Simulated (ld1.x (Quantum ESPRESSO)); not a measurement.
**What the settings do to the PAW potential of Cu**

Base potential:

Cu, PAW, made with ld1.x (Quantum ESPRESSO) 7.5 (PBE, scalar-relativistic). Core [Ar], reference 3d10 4s0.5 4p0.5. Waves: 4s (bound): rcut 1.60, rcutus 2.20 bohr; 4s channel at 0.4 Ry: rcut 1.60, rcutus 2.20 bohr; 4p (bound): rcut 2.50, rcutus 2.95 bohr; 4p channel at 1.25 Ry: rcut 2.50, rcutus 2.95 bohr; 3d (bound): rcut 1.35, rcutus 1.55 bohr; 3d channel at 0.05 Ry: rcut 1.35, rcutus 1.55 bohr. Local part: all-electron potential smoothed inside 2.30 bohr (lloc = -1). Core correction: Bessel-smoothed model core inside 1.40 bohr. Augmentation charge: BESSEL, radius 1.15 bohr.

Cutoffs, loose and tight: the cutoffs (Ry, on a coarse ladder) from which the occupation-weighted sum of valence levels, in a spherical-Bessel basis at the reference potential, stays within 10 and 1 mRy of its value at 400 Ry. They do not see the model core or the augmentation charge, which bear on the density cutoff. Test errors are all-electron minus pseudo excitation energies from the reference, over the configurations 3d10 4s1 4p0; 3d10 4s0 4p0; 3d9 4s0 4p0; 3d9 4s1 4p1; 3d9 4s2 4p0; 3d10 4s0.5 4p0; 3d10 4s0 4p1. A dash means not determined; rows that change the core or the reference have their own tests.

Cutoffs are not given where the Bessel-basis levels miss the radial ones by over 6 mRy, ghosts where they miss by over 20 mRy; a channel whose overlap is not positive is not tested.

A file whose overlap is not positive is unfit for use, and its test errors describe a broken file.

| change | outcome | cutoff, loose | cutoff, tight | bound ghosts | largest test error (meV) |
| --- | --- | --- | --- | --- | --- |
| base | generated | 45 Ry | 80 Ry | none | -77 |
| waves 4p (bound): rcut 2.50, rcutus 4.10 bohr; 4p channel at 1.25 Ry: rcut 2.50, rcutus 4.10 bohr | generated | 45 Ry | 80 Ry | none | -76 |
| local potential all-electron potential smoothed inside 2.20 bohr (lloc = -2) | generated | 45 Ry | 80 Ry | none | -81 |
| local potential all-electron potential smoothed inside 3.14 bohr (lloc = -1) | generated, overlap not positive | – | – | not determined (overlap not positive) | -138 |
| reference 3d10 4s0 4p0 | generated | 45 Ry | 80 Ry | none | -2120 |
| waves 3d (bound): rcut 1.35, rcutus 1.62 bohr; 3d channel at 0.05 Ry: rcut 1.35, rcutus 1.62 bohr | generated | 40 Ry | 70 Ry | none | -78 |
| core correction Bessel-smoothed model core inside 0.88 bohr | generated | 45 Ry | 80 Ry | none | -76 |
| type TM; waves now 4s (bound): rc 2.20 bohr; 4p (bound): rc 2.95 bohr; 3d (bound): rc 1.55 bohr; local potential all-electron potential smoothed inside 2.75 bohr (lloc = -2) | generated | 120 Ry | 200 Ry | none | -276 |
| core [Ne] 3s2, valence charge 17; reference 3p6 3d10 4s0.75 4p0.25; waves now 4s (bound): rcut 1.60, rcutus 2.15 bohr; 4s channel at 0.4 Ry: rcut 1.60, rcutus 2.15 bohr; 3p (bound): rcut 1.15, rcutus 1.40 bohr; 4p (bound): rcut 1.15, rcutus 1.40 bohr; 3d (bound): rcut 1.15, rcutus 1.40 bohr; 3d channel at 0.05 Ry: rcut 1.15, rcutus 1.40 bohr; local potential all-electron potential smoothed inside 1.35 bohr (lloc = -1); core correction Bessel-smoothed model core inside 0.90 bohr; augmentation BESSEL, radius 1.05 bohr | generated | 70 Ry | 110 Ry | none | +226 |
| all radii but the core radius scaled by about 0.94 (s 2.06, p 2.76, d 1.46 bohr, rcut 1.50/2.34/1.26); local potential all-electron potential smoothed inside 2.16 bohr (lloc = -1); augmentation BESSEL, radius 1.08 bohr | generated | 50 Ry | 90 Ry | none | -74 |

(1) What comes out with this change to the base: waves 4s (bound): rcut 1.60, rcutus 2.62 bohr; 4s channel at 0.4 Ry: rcut 1.60, rcutus 2.62 bohr?

Results:

(1) outcome: generated; cutoff, loose: 45 Ry; cutoff, tight: 80 Ry; bound ghosts: none; largest test error (meV): -68.
